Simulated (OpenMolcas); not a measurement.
# Pr³⁺: effect of the IPEA shift

```json
{
 "Program": "OpenMolcas 26.06",
 "Basis": "ANO-RCC-VTZP [8s7p5d3f2g1h]",
 "Scalar Hamiltonian": "DKH2, point nucleus",
 "Active space": "2 electrons in 7 orbitals (4f)",
 "State averaging": "2S+1 = 3 even, 21 roots; 2S+1 = 1 even, 28 roots",
 "Spin-orbit coupling": "state interaction with AMFI integrals over the reference wave functions, term energies averaged over their components"
}
```

Methods on the same reference wave functions:
A. CASSCF
B. SS-CASPT2, IPEA 0 Eh, imaginary shift 0.1 Eh (closed shells correlated: 5s 5p)
C. SS-CASPT2, IPEA 0.25 Eh, imaginary shift 0.1 Eh (closed shells correlated: 5s 5p)

Energies in cm-1 above 4f2 3H4, the measured ground level; measured values from Martin, Zalubas and Hagan, Atomic Energy Levels: The Rare-Earth Elements, NSRDS-NBS 60 (1978).

```csv
Level,A,B,C,Measured
4f2 3H4,0.0,0.0,0.0,0.0
4f2 3H5,2274,2310,2310,2152
4f2 3H6,4680,4710,4710,4389
4f2 3F2,6794,5430,5440,4997
4f2 3F3,8253,6940,6940,6415
4f2 1D2,23486,18950,19280,17334
4f2 1I6,28089,25680,25620,22212
4f2 3P0,29542,24150,24850,21390
4f2 3P1,30177,24810,25560,22007
4f2 3P2,31381,26060,26780,23161
4f2 1S0,64366,56030,51420,
```

Deviations, from unrounded energies. A percentage is the sum of absolute deviations over the sum of measured energies, with the sign that they share, or ± where signs differ.

```
                        Against measurement  Levels      A      B      C
             mean absolute deviation (cm-1)       9   4500   1700   1900
      fine structure of the ground term (%)       2   +6.3   +7.3   +7.4
other terms of the ground configuration (%)       7  +34.2  +12.3  +14.4
```

B lies closest to measurement on these levels and A furthest from it. The largest miss of B in the table is 4f2 1I6, by +3500 cm-1. The ranking rests on the paired levels alone, and a cruder setting can come out closer through cancelling errors.

Between B and C the level of the table that moves most is 4f2 1S0, by 4600 cm-1 (lowest in C, highest in B). Moves below CASPT2's spread within the term are not significant.

The mean deviations of B to C differ by less than CASPT2's widest spread within a term (1200 cm-1), so their order carries little weight.

From A to B the spin-free energies of the other terms of 4f2 shown, above 3H, scale by factors of 0.77 to 0.90, as is usual when dynamic correlation screens the repulsion within a d or f shell.

The lowest spin-free term lies below A's lowest term by 0.253 hartree in B, 0.250 hartree in C.

Term energies are means over components that CASPT2 splits; among the terms shown or strongly mixed into the levels shown the widest spread is 1200 cm-1 (4f2 1I, B). The CASPT2 spread within a term exceeds the gap to the next term for 4f2 3P and 4f2 1I, so the order of their levels is uncertain (figures for B; the like holds for C). Without dynamic correlation excited terms often stand tens of per cent too high (terms of higher spin than the ground term too low), and those without a measured partner can miss by more than the paired ones (holds for A). Some levels mix across a computed gap that differs much from the measured one, so their mixing is not that of the real levels (holds for A). Some terms miss by over 15 % even with CASPT2, which points to a basis or an active space too small for the shells correlated (holds for B; C). Computed and measured levels are paired by configuration, term and J; levels that our copy of the source lacks, or whose pairing is in doubt (as where it misses far off the trend of its configuration), stay unpaired and out of the deviations. Only configurations of the active space appear. Levels that lie high or do not pair safely by name in every column are left out.
